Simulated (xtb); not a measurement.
xtb input (GFN1-xTB):

```bash
xtb mol.xyz --gfn 1 --opt tight --chrg 0 --uhf 0
```
mol.xyz:
```
9

Cl     1.69546886     1.05140801    -0.09614596
C      0.23579139     0.14423587    -0.01331211
C     -1.08953680     0.67951293     0.02147043
C     -1.90992832    -0.39664431     0.08487262
O     -1.18813229    -1.55010719     0.09157122
C      0.12758488    -1.20685654     0.03102123
H     -1.36872549     1.71825903     0.00125058
H     -2.97850619    -0.50725942     0.12904656
H      0.84585251    -2.00556590     0.02730132
```

End of the output:

```
     3   6 C        4   6 C                                       1.3603990
     4   6 C        5   8 O                                       1.3456419
     2   6 C        6   6 C                                       1.3635589
     5   8 O        6   6 C                                       1.3496508
     3   6 C        7   1 H                                       1.0761136 (min)
     4   6 C        8   1 H                                       1.0778786
     6   6 C        9   1 H                                       1.0766035

 * 4 distinct bonds (by element types)

   Z      Z             #   av. dist./Å        max./Å        min./Å
   1 H    6 C           3     1.0768652     1.0778786     1.0761136
   6 C    6 C           3     1.3821117     1.4223773     1.3603990
   6 C    8 O           2     1.3476464     1.3496508     1.3456419
Note: The following floating-point exceptions are signalling: IEEE_DENORMAL
normal termination of xtb
   6 C   17 Cl          1     1.7104730     1.7104730     1.7104730

optimized geometry written to: xtbopt.xyz

           -------------------------------------------------
          | TOTAL ENERGY              -19.000963330141 Eh   |
          | GRADIENT NORM               0.000128304930 Eh/α |
          | HOMO-LUMO GAP               4.611786321235 eV   |
           -------------------------------------------------

------------------------------------------------------------------------
------------------------------------------------------------------------
 total:
 SCF:
 ANC optimizer:
```
